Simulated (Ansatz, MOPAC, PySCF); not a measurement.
Species: [diamino(methyl)silyl]methane, C2H10N2Si, net charge 0, singlet state. SMILES: C[Si](C)(N)N
Geometry from a B3LYP-D3(BJ)/def2-TZVP (Ansatz, a quantum-chemistry and plane-wave program) optimisation:
```
Si
N 1 1.7232
H 2 1.0068 1 121.33
H 2 1.0076 3 111.68 1 -153.03
N 1 1.7232 2 105.70 3 155.70
H 5 1.0068 1 121.33 2 155.70
H 5 1.0076 6 111.68 1 -153.03
C 1 1.8761 2 105.35 3 32.35
H 8 1.0921 1 111.16 2 59.74
H 8 1.0924 9 107.87 1 -121.53
H 8 1.0937 9 107.89 10 -115.76
C 1 1.8761 2 116.01 3 -88.00
H 12 1.0921 1 111.16 2 -56.77
H 12 1.0924 13 107.87 1 -121.53
H 12 1.0937 13 107.89 14 -115.76
```

Property: vertical ionisation energy to the doublet, in eV. Set-up: each state is the SCF solution reached for its charge and spin; non-relativistic; spin-orbit terms left out; 6-311+G** with 5d, 6d on Na to Ar in Ansatz; open shells spin-unrestricted; frozen cores in correlated levels; PM7 with its own dispersion and hydrogen-bond terms; dispersion terms only where a functional's name holds one; 6-31G* and kin with 6d, 5d where marked. First-principles rows: single points at B3LYP-D3(BJ) geometries (Ansatz). Semi-empirical rows: differences of heats of formation at the shared geometry for vertical values.

```tsv
level	program	vertical ionisation energy to the doublet (eV)
AM1	MOPAC	9.20
PM3	MOPAC	7.89
PM7	MOPAC	8.85
MNDO	MOPAC	9.42
HF/6-31G*	Ansatz	8.01
HF/6-311+G**	Ansatz	8.15
PBE/6-31G*	Ansatz	8.00
B3LYP/3-21G	Ansatz	8.21
B3LYP/6-31G*	Ansatz	8.44
B3LYP/6-311+G**	Ansatz	8.77
M06-2X/6-31G* (5d)	PySCF	8.92
MP2/6-31G*	Ansatz	9.04
MP2/6-311+G**	Ansatz	9.48
B3LYP/def2-TZVPD	Ansatz	8.78
```

No value to compare with is used here. The 13 habitual levels span 7.89 (PM3) to 9.48 eV (MP2/6-311+G**); B3LYP/def2-TZVPD gives 8.78.

The levels are drawn from those run, B3LYP/6-31G* more often than the rest, none by its result; left out are runs that failed, that the program found above a lower state of the same kind, or whose <S^2> lies over 0.5 above the pure value.
